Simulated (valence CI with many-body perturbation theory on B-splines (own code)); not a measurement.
## A CI+MBPT run for Br V

Computed by configuration interaction combined with many-body perturbation theory (CI+MBPT): three valence electrons over a frozen Dirac-Fock core [Ar] 3d10, radial functions for each j: 6 s, 6 p, 5 d, 3 f, 1 g, with the two-electron term Σ2, the three-electron term Σ3, Breit, model QED; selected single and double excitations, second order for the rest, scaled by the run's own slope (own B-spline code, finite nucleus).

Command, and the settings that its task file holds:

```sh
python run_cv.py task.json out
```

```
atom Br  Z=35  mass_number=79  rms_radius_fm=4.1629
core [Ar] 3d10
valence 4s2 4p1
avg = 1
basis = S
breit = 1
cap = 10000
capref = 1200
cscale = 1
de = 0.0
dress = 0
eps = 2e-08
extrap = 1
h = 0.27
hh = 1
l2 = 3
lcore = 6
maxit = 60
n2 = 5
natural = 1
nlev = 20
nno = [3, 3, 3, 2, 1]
nroot = 26
nsp = [3, 3, 2, 1, 0]
pt2 = 1
qed = 1
rmax = 27.59
rpa = 1
s1 = 0
s2 = 1
s3 = 1
screen = 1
tol = 2e-05
whole = 1
```

It took 31 s on 1 thread of Arm Neoverse V2 (shared host).

Log. The first blocks belong to the next ion, which gives the ionisation energy. Fields: 2J, parity (1 odd), roots, reference size, generating configurations, candidates as configurations/state functions, variational space P, stored matrix elements, Davidson steps; e2 is the range of second-order energies in hartree. The first line gives the box (bohr), its intervals, the orbitals and the steps of their self-consistent field. Window is the range of levels sought, series limit the energy at which the first omitted orbital would enter, core excitation an estimate of the first excitation out of the core, left out the lowest levels not solved, and shifts from estimates the range by which levels moved from their first estimate, all in cm⁻¹.

```
rmax 27.6 intervals 66 orbitals 36 references ['4s2 4p', '4s 4p2', '4s2 4d'] scf 7 t 1.6
2J=0 par=0 roots 2 ref 15 generators 7 cand 90/90 P 105/105 nnz 0 it 0
2J=0 par=0 roots 2 ref 15 generators 16 cand 2/2 P 107/107 nnz 0 it 0
   second order: generators 20 cand 0/0 e2 -0.00000 -0.00000
reference levels 157, estimated 70, window 262600 1/cm; series limit 361867, core excitation 618615
2J=1 par=1 roots 4 ref 18 generators 16 cand 100/160 P 1613/2375 nnz 0 it 4
2J=1 par=1 roots 4 ref 18 generators 41 cand 326/500 P 1939/2875 nnz 9.9e+05 it 5
   second order: generators 94 cand 1161/1677 e2 -0.00001 -0.00000
2J=3 par=1 roots 7 ref 26 generators 24 cand 306/625 P 1630/3298 nnz 1.4e+06 it 4
2J=3 par=1 roots 7 ref 26 generators 49 cand 347/866 P 1977/4164 nnz 2.2e+06 it 11
   second order: generators 108 cand 1796/3622 e2 -0.00001 -0.00000
2J=1 par=0 roots 5 ref 17 generators 20 cand 220/341 P 1357/1970 nnz 0 it 5
2J=1 par=0 roots 5 ref 17 generators 49 cand 502/759 P 1859/2729 nnz 9e+05 it 7
   second order: generators 97 cand 1300/1893 e2 -0.00001 -0.00000
2J=3 par=0 roots 5 ref 24 generators 20 cand 272/559 P 1546/3213 nnz 1.4e+06 it 5
2J=3 par=0 roots 5 ref 24 generators 39 cand 476/1070 P 2022/4283 nnz 2.3e+06 it 8
   second order: generators 100 cand 1747/3507 e2 -0.00001 -0.00000
2J=5 par=0 roots 4 ref 23 generators 18 cand 248/544 P 1437/3207 nnz 1.4e+06 it 4
2J=5 par=0 roots 4 ref 23 generators 34 cand 417/1142 P 1854/4349 nnz 2.4e+06 it 5
   second order: generators 75 cand 1998/4510 e2 -0.00002 -0.00000
2J=5 par=1 roots 3 ref 18 generators 12 cand 174/350 P 1330/3014 nnz 1.4e+06 it 3
2J=5 par=1 roots 3 ref 18 generators 32 cand 167/412 P 1497/3426 nnz 1.7e+06 it 4
   second order: generators 64 cand 2209/5166 e2 -0.00001 -0.00001
2J=7 par=1 roots 2 ref 9 generators 7 cand 52/88 P 1211/2782 nnz 1.2e+06 it 3
2J=7 par=1 roots 2 ref 9 generators 33 cand 122/252 P 1333/3034 nnz 1.4e+06 it 4
   second order: generators 49 cand 1879/4463 e2 -0.00001 -0.00001
2J=9 par=1 roots 1 ref 2 generators 5 cand 144/276 P 649/1295 nnz 0 it 0
2J=9 par=1 roots 1 ref 2 generators 9 cand 150/308 P 799/1603 nnz 0 it 4
   second order: generators 22 cand 1637/3797 e2 -0.00001 -0.00001
left out: unestimated 372946, estimated 283482, shifts from estimates -11 to 5
operators 2.4
```

The Davidson iterations converged.

Against 8 measured levels this calculation errs by 2567 cm⁻¹ on average and by 4523 at most. These come from a selection out of Moore, Atomic Energy Levels, vol. II, NSRDS-NBS 35 (1971 reprint of NBS Circular 467, 1952), an old analysis. Levels without a partner in it may be off by more.

```yaml
Valence_energy: -9.067428 hartree
Ionisation_energy: "58.898 eV (NIST: 59.595 ± 0.025 eV (measured))"
Reference_configurations_for_the_orbitals: 4s2 4p, 4s 4p2, 4s2 4d
Radial_orbitals: 36
Box_radius: 27.59 bohr
Largest_variational_space: 4349
Lowest_levels: 4s²4p ²P°_1/2 0.0, 4s²4p ²P°_3/2 5821, 4s4p² ⁴P_1/2 91568, 4s4p² ⁴P_3/2 93923, 4s4p² ⁴P_5/2 97098, 4s4p² ²D_3/2 120610, 4s4p² ²D_5/2 121300, 4s4p² ²S_1/2 147330, 4s4p² ²P_1/2 155960, 4s4p² ²P_3/2 158750, 4s²4d ²D_3/2 184670, 4s²4d ²D_5/2 185270, 4s²5s ²S_1/2 208990, 4p³ ²D°_3/2 235730 cm⁻¹
```

Names give the largest LS component (configuration and term), which can be under half, so a name can repeat, a term be missing and a line seem to break the LS rules; names also repeat where a configuration has a term twice.
